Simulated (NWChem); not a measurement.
## Volume series of MgSe (rocksalt structure): conduction valleys

The numbers come from NWChem runs, not from measurements. Level: LDA (Vosko), default library pseudopotentials (valence charges Se 6, Mg 2, d shells of Se in the core), cutoff 25 Ha, shifted 4×4×4 mesh, two-atom cell, no spin-orbit coupling. Each row gives the lowest empty level at Γ, at L and on the outer part of the line to X, counted from the valence top at Γ within the same run; other points weren't sampled.

```json
[
 {"ln(V/V₀)": "-0.062", "a (Å)": "5.258", "Γ (eV)": "3.16", "L (eV)": "3.72", "X line (eV)": "1.67"},
 {"ln(V/V₀)": "-0.041", "a (Å)": "5.295", "Γ (eV)": "?", "L (eV)": "?", "X line (eV)": "?"},
 {"ln(V/V₀)": "-0.020", "a (Å)": "5.332", "Γ (eV)": "2.84", "L (eV)": "3.68", "X line (eV)": "1.61"},
 {"ln(V/V₀)": "0.000", "a (Å)": "5.368", "Γ (eV)": "2.70", "L (eV)": "3.66", "X line (eV)": "1.59"},
 {"ln(V/V₀)": "0.020", "a (Å)": "5.404", "Γ (eV)": "2.56", "L (eV)": "3.64", "X line (eV)": "1.56"},
 {"ln(V/V₀)": "0.039", "a (Å)": "5.439", "Γ (eV)": "2.43", "L (eV)": "3.62", "X line (eV)": "1.54"},
 {"ln(V/V₀)": "0.058", "a (Å)": "5.473", "Γ (eV)": "2.30", "L (eV)": "3.60", "X line (eV)": "1.51"}
]
```

Q: Fit a line in ln V to each valley, give the slopes, and predict the withheld row.

A: Slopes dE/d(ln V): Γ -7.1 eV, L -1.0 eV, X line -1.3 eV (largest miss of a line 0.01 eV). The lowest valley is X line in every row. Predicted against computed: Γ 3.00 against 3.00, L 3.70 against 3.70, X line 1.64 against 1.64 eV.
